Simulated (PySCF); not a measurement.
Vertical excitations of a molecule CH6O2Si2 from TDA-CAM-B3LYP/def2-SVPD run with PySCF, as energy in eV (oscillator strength): 5.85 (0.003), 6.90 (0.030), 7.28 (0.005), 7.59 (0.016), 7.74 (0.002), 7.77 (0.019), 7.77 (0.012), 8.13 (0.281), 8.34 (0.056), 8.44 (0.209). Lowest triplet (TDA): 5.30 eV. Geometry: PBE0-D3(BJ)/def2-SVP. Other conformers were not sampled.

Problem. Which structure fits?
A. O=C[SiH2]O[SiH3]
B. C[SiH]1O[SiH2]O1
C. O=C[Si@@H](O)[SiH3]
D. O=CO[SiH2][SiH3]

Solution. D, O=CO[SiH2][SiH3]
